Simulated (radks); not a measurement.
Species: Ho7+. Configuration: [Kr] 4d10 4f9 5s2 5p3. All-electron calculation, Dirac Kohn-Sham, exchange-only PBE, spin-unpolarised, spherical densities, finite nucleus; open shells fill j = l - 1/2 first; Fermi nuclear charge, rms radius 5.2022 fm. Program: a radial shooting solver on a logarithmic mesh with Libxc functionals. Some entries of the table are withheld. Estimate them.

| orbital | occ. | eigenvalue (hartree) | <1/r> (bohr^-1) |
|---|---|---|---|
| 1s1/2 | 2 | -2040.806 | 76.04 |
| 2s1/2 | 2 | -344.4832 | 18.25 |
| 2p1/2 | 2 | -328.1015 | 18.23 |
| 2p3/2 | 4 | -296.6076 | 15.89 |
| 3s1/2 | 2 | -80.01672 | (1) |
| 3p1/2 | 2 | -72.84111 | 6.590 |
| 3p3/2 | 4 | -66.26365 | 5.993 |
| 3d3/2 | 4 | -53.94720 | 5.876 |
| 3d5/2 | 6 | -52.51001 | 5.730 |
| 4s1/2 | 2 | (2) | 2.798 |
| 4p1/2 | 2 | (3) | 2.691 |
| 4p3/2 | 4 | (4) | 2.486 |
| 4d3/2 | 4 | -9.89814 | 2.272 |
| 4d5/2 | 6 | -9.62603 | 2.222 |
| 5s1/2 | 2 | (5) | 1.136 |
| 5p1/2 | 2 | -4.44343 | 1.040 |
| 5p3/2 | 1 | -4.18549 | 0.9773 |
| 4f5/2 | 6 | (6) | 1.765 |
| 4f7/2 | 3 | (7) | 1.746 |

Answer. 
(1) 3s1/2 <1/r> (bohr^-1): 6.674
(2) 4s1/2 eigenvalue (hartree): -18.94682
(3) 4p1/2 eigenvalue (hartree): -16.09284
(4) 4p3/2 eigenvalue (hartree): -14.60665
(5) 5s1/2 eigenvalue (hartree): -5.31778
(6) 4f5/2 eigenvalue (hartree): -3.93000
(7) 4f7/2 eigenvalue (hartree): -3.88736
